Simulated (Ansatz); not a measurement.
[closo-1-(F)B7H6]2- (B₇H₆F²⁻), 14 atoms. Hardware: 4 threads of Intel Xeon on a shared host.

Correlated methods freeze 8 core orbitals. A multiply charged anion in the gas phase is held together partly by the finite basis.

Q: How many basis functions does each of these Ansatz runs have, and roughly what does it cost? r2SCAN-D4/def2-TZVPD, charge -2 singlet, energy, from earlier orbitals; CAM-B3LYP-D4/def2-TZVPD, charge -2 singlet, energy, from earlier orbitals; PBE-D4/def2-TZVPD, charge -2 triplet at the geometry of the charge -2 singlet, energy; MP2/def2-TZVPD, charge -2 singlet, energy, from earlier orbitals; PBE-D4/def2-TZVPD, charge -2 singlet, energy and forces, from earlier orbitals; RPA@PBE/def2-TZVPD, charge -2 singlet, energy, from earlier orbitals; PBE0-D4/def2-TZVPD, charge -2 singlet, energy, from earlier orbitals; PBE0-D4/def2-SVPD, charge -2 singlet, energy, from earlier orbitals; PBE-D4/def2-SVPD, charge -2 singlet, energy, from earlier orbitals; BLYP-D4/def2-TZVPD, charge -2 singlet, energy, from earlier orbitals; LDA (SPW92)/def2-TZVPD, charge -2 singlet, energy, from earlier orbitals; CCSD(T)/def2-SVPD, charge -2 singlet, energy, from earlier orbitals.

A: Other jobs shared the machine, so times can vary by a factor of up to 3. A dash marks memory too small to be measured apart from the calling script's.

| run | functions | fitting or Cholesky vectors | wall time | peak host memory (GiB) |
| --- | --- | --- | --- | --- |
| PBE-D4/def2-SVPD, charge -2 singlet, energy, from earlier orbitals | 211 | 1682 | 4.8 s | – |
| LDA (SPW92)/def2-TZVPD, charge -2 singlet, energy, from earlier orbitals | 353 | 1658 | 6 s | – |
| PBE0-D4/def2-SVPD, charge -2 singlet, energy, from earlier orbitals | 211 | 1682 | 6.5 s | – |
| BLYP-D4/def2-TZVPD, charge -2 singlet, energy, from earlier orbitals | 353 | 1658 | 11 s | – |
| PBE-D4/def2-TZVPD, charge -2 singlet, energy and forces, from earlier orbitals | 353 | 1658 | 12 s | – |
| r2SCAN-D4/def2-TZVPD, charge -2 singlet, energy, from earlier orbitals | 353 | 1658 | 13 s | – |
| PBE0-D4/def2-TZVPD, charge -2 singlet, energy, from earlier orbitals | 353 | 1658 | 14 s | 1 |
| CAM-B3LYP-D4/def2-TZVPD, charge -2 singlet, energy, from earlier orbitals | 353 | 1658 | 22 s | 1.2 |
| MP2/def2-TZVPD, charge -2 singlet, energy, from earlier orbitals | 353 | 2295 | 31 s | 1.4 |
| RPA@PBE/def2-TZVPD, charge -2 singlet, energy, from earlier orbitals | 353 | 2295 | 32 s | 1.6 |
| CCSD(T)/def2-SVPD, charge -2 singlet, energy, from earlier orbitals | 211 | 2088 | 2.4 min | 4 |
| PBE-D4/def2-TZVPD, charge -2 triplet at the geometry of the charge -2 singlet, energy | 353 | 2394 | 3.6 min | 1.6 |
